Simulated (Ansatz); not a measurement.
Cost and result for the atomization energy of `CSBS` (9 atoms, 8 bonds).

Cartesian coordinates in Å:
```
C -0.245 -0.584 1.527
S 0.110 -0.910 -0.219
B 0.124 0.712 -0.937
S 0.432 0.996 -2.675
H -0.274 -1.549 2.033
H -1.211 -0.094 1.635
H 0.538 0.028 1.968
H -0.076 1.682 -0.272
H 0.603 -0.282 -3.061
```

Charge 0, multiplicity 1. The geometry is a stationary point of PBE0-D4/def2-TZVP. It is one conformer, not always the lowest. Program: Ansatz. All runs use 2 threads of an Intel Xeon Platinum 8259CL on a shared host. Times are those of one run each, without the atoms' runs, and a repeat can differ threefold. Electronic energies, without spin–orbit coupling; frozen cores. CCSD(T)/CBS adds CCSD(T) − MP2 in def2-TZVPP to the MP2 limit, and its time is that of the two runs behind it. T1 = 0.013. B3LYP takes the VWN-RPA correlation (the form of Gaussian; ORCA's B3LYP/G). HSE06 is the plane-wave form, built on full-range PBE exchange.

CCSD(T)/CBS is a level of theory with its own doubt, some kJ/mol a heavy atom from the limit and from the frozen cores, so smaller differences don't rank the functionals.

```json
{"level": "BLYP-D4/def2-TZVPP", "functions": "216", "wall time": "4.1 s"}
{"level": "BHLYP-D4/def2-TZVPP", "functions": "216", "wall time": "5.5 s"}
{"level": "HSE06-D4/def2-TZVPP", "functions": "216", "wall time": "6 s"}
{"level": "CAM-B3LYP-D4/def2-TZVPP", "functions": "216", "wall time": "6 s"}
{"level": "B3LYP-D4/def2-TZVPP (with forces)", "functions": "216", "wall time": "7 s"}
{"level": "CCSD(T)/def2-SVP", "functions": "89", "wall time": "7 s"}
{"level": "PBE-D4/def2-TZVPP (with forces)", "functions": "216", "wall time": "7.5 s"}
{"level": "B97M-V/def2-TZVPP", "functions": "216", "wall time": "11 s"}
{"level": "PBE-QIDH/def2-TZVPP", "functions": "216", "wall time": "16 s"}
{"level": "ωB97X-V/def2-TZVPP", "functions": "216", "wall time": "19 s"}
{"level": "MP2/def2-QZVPP", "functions": "404", "wall time": "38 s"}
{"level": "CCSD(T)/def2-TZVPP", "functions": "216", "wall time": "89 s"}
{"level": "CCSD(T)/CBS(def2)", "functions": "–", "wall time": "2.1 min"}
```

(1) What atomization energy does each give, and how far from CCSD(T)/CBS? (An estimate is asked.)

## Answers

(1) Ansatz gave: 
| level | atomization (kcal/mol) | difference from CCSD(T)/CBS | per bond |
| --- | --- | --- | --- |
| BLYP-D4/def2-TZVPP | 753.8 | -0.9 | -0.1 |
| BHLYP-D4/def2-TZVPP | 739.3 | -15.4 | -1.9 |
| HSE06-D4/def2-TZVPP | 763.5 | 8.8 | 1.1 |
| CAM-B3LYP-D4/def2-TZVPP | 757.1 | 2.4 | 0.3 |
| B3LYP-D4/def2-TZVPP (with forces) | 757.1 | 2.4 | 0.3 |
| CCSD(T)/def2-SVP | 714.8 | -39.9 | -5.0 |
| PBE-D4/def2-TZVPP (with forces) | 773.3 | 18.6 | 2.3 |
| B97M-V/def2-TZVPP | 766.8 | 12.1 | 1.5 |
| PBE-QIDH/def2-TZVPP | 755.9 | 1.2 | 0.2 |
| ωB97X-V/def2-TZVPP | 760.7 | 6.0 | 0.8 |
| MP2/def2-QZVPP | 757.0 | 2.3 | 0.3 |
| CCSD(T)/def2-TZVPP | 735.8 | -18.9 | -2.4 |
| CCSD(T)/CBS(def2) | 754.7 | 0.0 | 0.0 |

From r2SCAN to r2SCAN0 (25 % exact exchange), in def2-TZVPP and without D4, the atomization energy moves by −9.8 kcal/mol: exact exchange takes away binding that semilocal exchange gives to molecules. The D4 term adds +7.4 kcal/mol with B3LYP and +3.8 kcal/mol with PBE0; it sums over pairs of atoms, weighted by their polarisabilities, and B3LYP, whose exchange is more repulsive, gets the larger term. At CCSD(T), def2-SVP lies −39.8 kcal/mol from the extrapolated value and def2-TZVPP −18.9 kcal/mol: correlation converges slowly with the basis, and small sets miss more of it in the bonded molecule than in its fragments.
